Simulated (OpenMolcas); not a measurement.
Yb3+ with 6 ligands (chloride) in trigonal antiprismatic coordination (D3d), a polar angle of 50.9° against the regular 54.74°. A charge of +0.5 e stands 2.4 Å behind each ligand. Ligand basis ANO-RCC-VDZP.

```yaml
Program: OpenMolcas 26.06
Method: CASSCF
Basis: ANO-RCC-VDZP [7s6p4d2f1g]
Scalar_Hamiltonian: DKH2, point nucleus
Active_space: 13 electrons in 7 orbitals (4f)
State_averaging: 2S+1 = 2 odd, 7 roots
Spin-orbit_coupling: RASSI with atomic mean-field integrals over the reference wave functions
```

All ligands move together. At R = 2.63 Å the width of the lowest J multiplet is 315 cm-1, and at R = 2.73 Å it is 290 cm-1.

Q: A third run gives 371 cm-1. What distance was it run at?

A: With a power law R^-n the two known points give n = -ln(290 / 315) / ln(2.73 / 2.63) = 2.22. Then R = 2.63 × (315 / 371)^(1/2.22) = 2.443 Å. The run was at 2.47 Å, so the estimate is off by -0.027 Å.

Without dynamic correlation the ligand-field splitting of an f shell can come out too small, at times by half. No measured value stands beside these numbers; the geometry is a model, was not optimised and need not be the one that this ion takes.
